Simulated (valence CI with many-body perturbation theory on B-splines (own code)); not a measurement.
**E1 line list for Ge²⁶⁺**

Calculated by relativistic CI+MBPT: four valence electrons over a frozen Dirac-Fock core [He], a basis of 11 s, 11 p, 10 d, 8 f, 5 g, 2 h functions for each j, with the one-electron correlation potential Σ1 (screened to all orders), the two-electron term Σ2, the three-electron term Σ3, Breit, model QED; selected single and double excitations, second order for the rest, scaled by the run's own slope (own B-spline code, finite nucleus).

The last digits are not significant, and no measured levels were compared; by estimate large intervals hold to a few tenths of a per cent, small ones and those within an open d or f shell to about a per cent. Among the levels kept, up to 1100 cm⁻¹ of a level comes from second order outside the variational space, and about a tenth of that is noise between levels of different J, which matters for small intervals.

Lines 101 to 150 of 544 in falling wavelength, among levels below 137.49 Ry, chosen from the strongest by gf and those to the six lowest levels. Wavelengths and rates use the calculated energies. Electric multipoles are in the length gauge with retardation, E1 and E2 with the static RPA response of the core. Weak lines are less certain than strong ones. Lines between different terms over intervals too small for the method are left out, as are lines whose strength nearly cancels. Where a level lies close to another of its J and parity, the split of strength between their lines is uncertain. The highest levels of a list are the least certain.

Levels are named by their leading jj configuration (3d3/2^4 stands for four electrons in 3d with j = 3/2), which in mixed levels can hold well under half, so a name can repeat and another be missing. Letters in brackets count levels of one name in rising energy.

| λ vac (Å) | Upper | Lower | A (s⁻¹) | log gf | Branch % |
| --- | --- | --- | --- | --- | --- |
| 295.8 | (2s 2p1/2^2 3p3/2) J=2 | (2s 2p1/2^2 3s) J=1 | 3.41e+09 | -0.65 | 0.0 |
| 294.9 | (2s 2p3/2^2 3d3/2) J=4 | (2s 2p3/2^2 3p1/2) J=3 | 3.88e+09 | -0.34 | 0.0 |
| 294.0 | (2p1/2 2p3/2^2 3d3/2) J=1 | (2p1/2 2p3/2^2 3p1/2) J=1 [a] | 2.58e+09 | -1.00 | 0.0 |
| 293.7 | (2s 2p1/2 2p3/2 3p1/2) J=2 [b] | (2s 2p1/2 2p3/2 3s) J=3 | 4.00e+09 | -0.59 | 0.1 |
| 293.6 | (2s 2p1/2 2p3/2 3p3/2) J=2 [d] | (2s 2p1/2 2p3/2 3s) J=1 [c] | 3.86e+09 | -0.60 | 0.1 |
| 291.8 | (2s^2 2p1/2 3d3/2) J=2 | (2s^2 2p1/2 3p1/2) J=1 | 3.15e+09 | -0.70 | 0.0 |
| 289.2 | (2s^2 2p1/2 3p3/2) J=2 | (2s^2 2p1/2 3s) J=1 | 4.71e+09 | -0.53 | 3.0 |
| 287.7 | (2s 2p1/2 2p3/2 3p3/2) J=2 [c] | (2s 2p1/2 2p3/2 3s) J=1 [b] | 2.56e+09 | -0.80 | 0.0 |
| 287.4 | (2s^2 2p1/2 3p3/2) J=1 | (2s^2 2p1/2 3s) J=0 | 3.17e+09 | -0.93 | 0.8 |
| 283.6 | (2s 2p3/2^2 3p3/2) J=2 [a] | (2s 2p3/2^2 3s) J=2 [b] | 1.63e+09 | -1.01 | 0.0 |
| 280.0 | (2s 2p3/2^2 3p3/2) J=2 [c] | (2s 2p3/2^2 3s) J=1 [a] | 2.75e+09 | -0.79 | 0.1 |
| 275.9 | (2s 2p3/2^2 3p3/2) J=2 [d] | (2s 2p3/2^2 3s) J=1 [b] | 3.93e+09 | -0.65 | 0.4 |
| 275.2 | (2s 2p3/2^2 3d3/2) J=1 [a] | (2s 2p3/2^2 3p1/2) J=2 [a] | 2.78e+09 | -1.02 | 0.0 |
| 265.9 | (2s^2 2p3/2 3p3/2) J=2 | (2s^2 2p3/2 3s) J=1 | 4.74e+09 | -0.60 | 0.7 |
| 257.8 | (2s 2p1/2 2p3/2 3p1/2) J=1 [c] | (2s 2p1/2 2p3/2 3s) J=1 [b] | 3.10e+09 | -1.03 | 0.2 |
| 251.1 | (2p1/2 2p3/2^2 3p3/2) J=2 [b] | (2p1/2 2p3/2^2 3s) J=2 [b] | 8.18e+09 | -0.41 | 0.1 |
| 245.3 | (2s 2p1/2 2p3/2 3p3/2) J=3 [b] | (2s 2p1/2 2p3/2 3s) J=3 | 2.50e+09 | -0.80 | 0.0 |
| 242.5 | (2p1/2 2p3/2^2 3p3/2) J=1 [b] | (2p1/2 2p3/2^2 3s) J=1 [a] | 4.81e+09 | -0.90 | 0.0 |
| 236.9 | (2s 2p3/2^2 3p3/2) J=2 [a] | (2s 2p3/2^2 3s) J=3 | 2.96e+09 | -0.90 | 0.0 |
| 227.8 | (2s 2p3/2^2 3p3/2) J=1 [c] | (2s 2p3/2^2 3s) J=1 [b] | 7.32e+09 | -0.77 | 0.1 |
| 226.2 | (2p1/2 2p3/2^2 3p3/2) J=1 [b] | (2p1/2 2p3/2^2 3s) J=2 [a] | 3.93e+09 | -1.04 | 0.0 |
| 209.6 | (2s^2 2p3/2 3p3/2) J=0 | (2s^2 2p3/2 3s) J=1 | 1.40e+10 | -1.03 | 1.2 |
| 157.8 | (2p1/2 2p3/2^2 3p3/2) J=4 | (2s 2p3/2^2 3p3/2) J=3 [b] | 3.45e+09 | -0.94 | 0.0 |
| 157.1 | (2p1/2 2p3/2^2 3s) J=3 | (2s 2p3/2^2 3s) J=2 [c] | 7.88e+09 | -0.69 | 0.2 |
| 136.6 | (2s 2p1/2 2p3/2^2) J=3 | (2s^2 2p3/2^2) J=2 | 2.54e+09 | -1.30 | 21.2 |
| 133.5 | (2p1/2^2 2p3/2^2) J=2 | (2s 2p1/2 2p3/2^2) J=1 [b] | 6.84e+09 | -1.04 | 7.0 |
| 133.0 | (2p1/2 2p3/2^3) J=2 | (2s 2p3/2^3) J=1 | 6.96e+09 | -1.03 | 7.3 |
| 121.1 | (2p1/2 2p3/2^2 3d5/2) J=3 | (2s 2p1/2 2p3/2 3d5/2) J=3 [e] | 8.62e+09 | -0.88 | 0.2 |
| 119.9 | (2p1/2 2p3/2^2 3d5/2) J=4 | (2s 2p1/2 2p3/2 3d5/2) J=3 [e] | 6.20e+09 | -0.92 | 7.9 |
| 118.5 | (2s 2p3/2^2 3p1/2) J=3 | (2s^2 2p3/2 3p3/2) J=2 | 6.24e+09 | -1.04 | 0.0 |
| 118.3 | (2p1/2 2p3/2^2 3p3/2) J=3 [a] | (2s 2p1/2 2p3/2 3p3/2) J=2 [d] | 6.17e+09 | -1.04 | 0.1 |
| 117.1 | (2p1/2 2p3/2^2 3d5/2) J=4 | (2s 2p3/2^2 3d5/2) J=5 | 6.43e+09 | -0.92 | 8.1 |
| 113.9 | (2p1/2 2p3/2^2 3p3/2) J=1 [a] | (2s 2p1/2 2p3/2 3p3/2) J=1 [d] | 1.57e+10 | -1.04 | 0.1 |
| 113.4 | (2p1/2 2p3/2^2 3p3/2) J=3 [a] | (2s 2p3/2^2 3p1/2) J=3 | 8.62e+09 | -0.93 | 0.1 |
| 113.4 | (2p1/2 2p3/2^2 3s) J=2 [a] | (2s 2p1/2 2p3/2 3s) J=1 [c] | 1.81e+10 | -0.76 | 0.5 |
| 112.2 | (2p1/2 2p3/2^2 3s) J=2 [a] | (2s 2p3/2^2 3s) J=3 | 1.02e+10 | -1.02 | 0.3 |
| 108.5 | (2p1/2 2p3/2^2 3p3/2) J=3 [b] | (2s 2p3/2^2 3p3/2) J=3 [a] | 1.16e+10 | -0.84 | 0.1 |
| 108.2 | (2p1/2 2p3/2^2 3d3/2) J=2 | (2s 2p1/2 2p3/2 3d3/2) J=2 [c] | 1.20e+10 | -0.98 | 0.2 |
| 108.0 | (2p1/2 2p3/2^2 3s) J=2 [b] | (2s 2p3/2^2 3s) J=2 [b] | 1.43e+10 | -0.90 | 0.2 |
| 107.6 | (2p1/2 2p3/2^2 3s) J=2 [b] | (2s 2p3/2^2 3s) J=2 [a] | 1.42e+10 | -0.91 | 0.2 |
| 107.2 | (2p1/2 2p3/2^2 3p3/2) J=4 | (2s 2p3/2^2 3p3/2) J=4 | 1.75e+10 | -0.57 | 0.2 |
| 107.2 | (2s 2p3/2^2 3d5/2) J=5 | (2s^2 2p3/2 3d5/2) J=4 | 6.29e+09 | -0.92 | 76.2 |
| 106.8 | (2s 2p3/2^2 3s) J=3 | (2s^2 2p3/2 3s) J=2 | 1.41e+10 | -0.77 | 0.2 |
| 106.7 | (2p1/2 2p3/2^2 3d5/2) J=4 | (2s 2p1/2 2p3/2 3d5/2) J=4 [c] | 6.27e+09 | -1.02 | 7.9 |
| 105.5 | (2p1/2 2p3/2^2 3p1/2) J=3 | (2s 2p1/2 2p3/2 3p3/2) J=3 [c] | 9.61e+09 | -0.95 | 0.1 |
| 105.4 | (2s 2p3/2^2 3p3/2) J=4 | (2s^2 2p3/2 3p3/2) J=3 | 7.78e+09 | -0.93 | 30.8 |
| 104.2 | (2p1/2 2p3/2^3) J=2 | (2s 2p3/2^3) J=2 | 4.14e+10 | -0.47 | 43.6 |
| 103.9 | (2p1/2 2p3/2^2 3s) J=3 | (2s 2p3/2^2 3s) J=3 | 1.80e+10 | -0.69 | 0.4 |
| 103.3 | (2p1/2^2 2p3/2 3d5/2) J=3 | (2s 2p1/2 2p3/2 3d5/2) J=4 [b] | 1.78e+10 | -0.70 | 0.1 |
| 102.3 | (2p1/2 2p3/2^2 3d3/2) J=3 | (2s 2p1/2 2p3/2 3d3/2) J=3 [b] | 8.45e+09 | -1.03 | 0.2 |

(1) How does gf follow from A for the line at 103.9 Å?

Answers

(1) gf = 1.4992 × (2J+1)_upper × A / σ², with σ = 962816 cm⁻¹ and 2J+1 = 7: gf = 0.204.
